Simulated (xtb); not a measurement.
Se, charge +1, doublet (a state made from the parent by changing its charge; the spin is typed, not shown lowest); GFN1-xTB (xtb 6.7.1).

Here is a job for xtb.
```
$ xtb mol.xyz --gfn 1 --chrg 1 --uhf 1 --json

# file mol.xyz
1

Se     0.00000000     0.00000000     0.00000000
```

What the program printed (banner, timings and long lists left out):

```
   ID    Z sym.   atoms
    1   34 Se     1

           -------------------------------------------------
          |                Calculation Setup                |
           -------------------------------------------------

           -------------------------------------------------
          |                 G F N 1 - x T B                 |
           -------------------------------------------------

          ...................................................
          :                      SETUP                      :
          :.................................................:
          :  # basis functions                  10          :
          :  # atomic orbitals                   9          :
          :  # shells                            3          :
          :  # electrons                         5          :
          :  # halogen bonds                     0          :
          :  max. iterations                   250          :
          :  Hamiltonian                  GFN1-xTB          :
          :  restarted?                      false          :
          :  GBSA solvation                  false          :
          :  PC potential                    false          :
          :  electronic temp.          300.0000000     K    :
          :  accuracy                    1.0000000          :
          :  -> integral cutoff          0.2500000E+02      :
          :  -> integral neglect         0.1000000E-07      :
          :  -> SCF convergence          0.1000000E-05 Eh   :
          :  -> wf. convergence          0.2000000E-04 e    :
          :  Broyden damping             0.4000000          :
          :  net charge                          1          :
          :  unpaired electrons                  1          :
          ...................................................

 iter      E             dE          RMSdq      gap      omega  full diag
   1     -2.5547726 -0.255477E+01  0.471E+00    0.00       0.0  T
   2     -2.5547726  0.000000E+00  0.377E+00    0.00       0.0  T
   3     -2.5547726  0.000000E+00  0.290E+00    0.00       0.0  T
   4     -2.5547726  0.000000E+00  0.232E+00    0.00       0.0  T
   5     -2.5547726  0.000000E+00  0.186E+00    0.00       0.0  T
   6     -2.5547726  0.000000E+00  0.149E+00    0.00       0.0  T
   7     -2.5547726  0.000000E+00  0.119E+00    0.00       0.0  T
   8     -2.5547726  0.000000E+00  0.952E-01    0.00       0.0  T
[...]
         :: total energy              -2.554772589351 Eh    ::
[...]
         :: dispersion energy          0.000000000000 Eh    ::
         :: halogen bond corr.         0.000000000000 Eh    ::
         :: add. restraining           0.000000000000 Eh    ::
         :: total charge               1.000000000000 e     ::
         :::::::::::::::::::::::::::::::::::::::::::::::::::::

           -------------------------------------------------
          |                Property Printout                |
           -------------------------------------------------

    * Orbital Energies and Occupations

         #    Occupation            Energy/Eh            Energy/eV
      -------------------------------------------------------------
         1        2.0000           -1.5529801             -42.2587
         2        1.0000           -0.9970689             -27.1316
         3        1.0000           -0.9970689             -27.1316 (HOMO)
         4        1.0000           -0.9970689             -27.1316 (LUMO)
         5                         -0.6693352             -18.2135
         6                         -0.6693352             -18.2135
         7                         -0.6693352             -18.2135
         8                         -0.6693352             -18.2135
         9                         -0.6693352             -18.2135
      -------------------------------------------------------------
                  HL-Gap            0.0000000 Eh            0.0000 eV
             Fermi-level           -0.9970689 Eh          -27.1316 eV

  Mulliken/CM5 charges         n(s)   n(p)   n(d)
     1Se    1.00000  1.00000   2.000  3.000  0.000

Wiberg/Mayer (AO) data.
largest (>0.10) Wiberg bond orders for each atom

 ---------------------------------------------------------------------------
     #   Z sym  total        # sym  WBO       # sym  WBO       # sym  WBO
 ---------------------------------------------------------------------------
     1  34 Se   0.000
 ---------------------------------------------------------------------------

 dipole moment from electron density (au)
     X       Y       Z
   0.0000   0.0000   0.0000  total (Debye):    0.000

           -------------------------------------------------
          | TOTAL ENERGY               -2.554772589351 Eh   |
          | GRADIENT NORM               0.000000000000 Eh/α |
          | HOMO-LUMO GAP               0.000000000000 eV   |
           -------------------------------------------------

normal termination of xtb
```
